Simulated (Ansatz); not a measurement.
Ansatz (a quantum-chemistry and plane-wave program) job for TeClI, SMILES Cl[Te]I, B3LYP-D3(BJ)/def2-SVP. 

Ansatz 0.2 input:
```yaml
crystal:
  periodic: [false, false, false]
  atoms:
    - {symbol: Te, position_ang: [0.65788715, -0.94568688, 0.00000000]}
    - {symbol: Cl, position_ang: [-1.40590515, -2.03549312, 0.00000000]}
    - {symbol: I, position_ang: [-0.19452347, 1.58073775, -0.00000000]}
basis:
  gaussian:
    orbitals: def2-SVP
hamiltonian:
  xc: b3lyp
  dispersion: d3bj
relax: {f_tol: 0.002, max_steps: 200}
```

Output:

```
WARN ansatz: RAYON_NUM_THREADS=1 ignored (pool sized by the plan → 1); use --threads N
Functional definition: B3LYP
integrals: 0.03 GiB planned
922 factors; integrals over basis functions are off by at most 3.2e-4 eV
mean field: 0.30 GiB planned
mean field evaluation 1: about -27918.3573 eV, gradient 1.3e1 eV
mean field evaluation 2: about -27917.5517 eV, gradient 2.0e1 eV
mean field evaluation 4: about -27918.8527 eV, gradient 3.9e-1 eV
mean field evaluation 8: about -27918.8921 eV, gradient 2.2e-2 eV
mean field evaluation 16: about -27918.8921 eV, gradient 2.5e-5 eV
mean field -27918.89205757 eV, -1026.0003590109 hartree, gradient 2.5e-5 eV, S^2 0.000000; 0 other end points of the search recorded, 0 dependent functions left out
the calculation of the forces begins
reference -27918.89226444 eV, -1026.0003666133 hartree; 33, 33 occupied and 37, 37 virtual orbitals, 922 factors
relax step   1: F+E_penalty+E_count = -27919.13936904 eV  Δ(F+E_penalty+E_count) = +0.000e0 eV  max|allowed force component| = 9.904e-1 eV/Å  Δτ_max = 0.0000 Å  (28 SCF iters, accepted)
these checks for a lower state are left out or cut short: starts, cluster_reference, orbital_swaps, neighbouring_geometries, increment
integrals: 0.03 GiB planned
922 factors; integrals over basis functions are off by at most 3.3e-4 eV
mean field: 0.30 GiB planned
mean field -27918.94139071 eV, -1026.0021719704 hartree, gradient 1.2e-5 eV, S^2 0.000000; 0 other end points of the search recorded, 0 dependent functions left out
the calculation of the forces begins
reference -27918.94160168 eV, -1026.0021797233 hartree; 33, 33 occupied and 37, 37 virtual orbitals, 922 factors
relax step   2: F+E_penalty+E_count = -27919.17854721 eV  Δ(F+E_penalty+E_count) = -3.918e-2 eV  max|allowed force component| = 3.983e-1 eV/Å  Δτ_max = 0.1187 Å  (32 SCF iters, accepted)
these checks for a lower state are left out or cut short: starts, cluster_reference, orbital_swaps, neighbouring_geometries, increment
integrals: 0.03 GiB planned
922 factors; integrals over basis functions are off by at most 3.3e-4 eV
mean field: 0.30 GiB planned
mean field evaluation 32: about -27918.9512 eV, gradient 2.7e-5 eV
mean field -27918.95123591 eV, -1026.0025337747 hartree, gradient 2.7e-5 eV, S^2 0.000000; 0 other end points of the search recorded, 0 dependent functions left out
the calculation of the forces begins
reference -27918.95144571 eV, -1026.0025414848 hartree; 33, 33 occupied and 37, 37 virtual orbitals, 922 factors
relax step   3: F+E_penalty+E_count = -27919.19184850 eV  Δ(F+E_penalty+E_count) = -1.330e-2 eV  max|allowed force component| = 6.952e-2 eV/Å  Δτ_max = 0.0415 Å  (32 SCF iters, accepted)
these checks for a lower state are left out or cut short: starts, cluster_reference, orbital_swaps, neighbouring_geometries, increment
integrals: 0.03 GiB planned
922 factors; integrals over basis functions are off by at most 3.3e-4 eV
mean field: 0.30 GiB planned
mean field -27918.95124719 eV, -1026.0025341895 hartree, gradient 2.2e-5 eV, S^2 0.000000; 0 other end points of the search recorded, 0 dependent functions left out
the calculation of the forces begins
reference -27918.95145687 eV, -1026.0025418949 hartree; 33, 33 occupied and 37, 37 virtual orbitals, 922 factors
relax step   4: F+E_penalty+E_count = -27919.19211211 eV  Δ(F+E_penalty+E_count) = -2.636e-4 eV  max|allowed force component| = 1.191e-3 eV/Å  Δτ_max = 0.0045 Å  (26 SCF iters, accepted)
integrals: 0.03 GiB planned
922 factors; integrals over basis functions are off by at most 3.3e-4 eV
mean field: 0.30 GiB planned
mean field -27918.95124719 eV, -1026.0025341895 hartree, gradient 2.2e-5 eV, S^2 0.000000; 1 other end points of the search recorded, 0 dependent functions left out
the calculation of the forces begins
reference -27918.95145687 eV, -1026.0025418949 hartree; 33, 33 occupied and 37, 37 virtual orbitals, 922 factors
Total energy: -27919.19232179 eV, -1026.0113935175 hartree
Atom 0 at     0.664641    -0.948982     0.000000 Å, force     0.000293    -0.000242     0.000000 eV/Å
Atom 1 at    -1.432366    -2.102389     0.000000 Å, force     0.000250     0.001191     0.000000 eV/Å
Atom 2 at    -0.174817     1.650928    -0.000000 Å, force    -0.000543    -0.000949    -0.000000 eV/Å
Dipole moment:     0.365954     0.027239    -0.000000 e Å
```

The run converged.
